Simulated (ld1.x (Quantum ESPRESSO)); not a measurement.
**Transferability test, PAW potential for Fe (Z = 26)**

| Quantity | Value |
| --- | --- |
| Element | iron (Fe) |
| Generator | ld1.x (Quantum ESPRESSO) 7.5 |
| Type | PAW |
| Functional | PBE |
| Relativity | scalar-relativistic |
| Frozen core | [Ne] |
| Valence charge | 16 |
| Reference configuration | 3s2 3p6 3d6 4s1 4p0 (charge +1) |
| Partial waves | 3s (bound): rcut 1.20, rcutus 1.35 bohr; 4s (bound): rcut 1.20, rcutus 1.35 bohr; 3p (bound): rcut 1.15, rcutus 1.45 bohr; 4p (bound, empty): rcut 1.15, rcutus 1.45 bohr; 3d (bound): rcut 0.75, rcutus 0.90 bohr; 3d channel at 1.65 Ry: rcut 0.75, rcutus 0.90 bohr |
| Local potential | all-electron potential smoothed inside 1.35 bohr (lloc = -1) |
| Core correction | a·sin(br)/r model core, default radius (core density twice the valence density) |
| Augmentation charge | GAUSS, radius 0.70 bohr |

Energies are relative to the spin-unpolarised reference configuration 3s2 3p6 3d6 4s1 4p0; without spin polarisation the order of configurations can differ from experiment.

```json
{"valence configuration": "3s2 3p6 3d6 4s0 4p0", "charge": "+2", "ΔE all-electron (eV)": "16.203", "error AE − PS (meV)": "-0.7"}
{"valence configuration": "3s2 3p6 3d5 4s0 4p0", "charge": "+3", "ΔE all-electron (eV)": "50.426", "error AE − PS (meV)": "-2.7"}
{"valence configuration": "3s2 3p6 3d6 4s1.5 4p0", "charge": "+0.5", "ΔE all-electron (eV)": "-5.245", "error AE − PS (meV)": "+0.6"}
{"valence configuration": "3s2 3p6 3d4 4s0 4p0", "charge": "+4", "ΔE all-electron (eV)": "103.516", "error AE − PS (meV)": "+1.2"}
{"valence configuration": "3s2 3p6 3d6 4s0 4p1", "charge": "+1", "ΔE all-electron (eV)": "5.054", "error AE − PS (meV)": "-0.3"}
```

(1) What are ΔE and the potential's error for 3s2 3p6 3d7 4s0 4p0?

(2) What are ΔE and the potential's error for 3s2 3p6 3d6 4s2 4p0?

## Answers

(1) ΔE = -2.093 eV all-electron; the error (AE − PS) is -0.2 meV.

(2) ΔE = -8.729 eV all-electron; the error (AE − PS) is +1.1 meV.
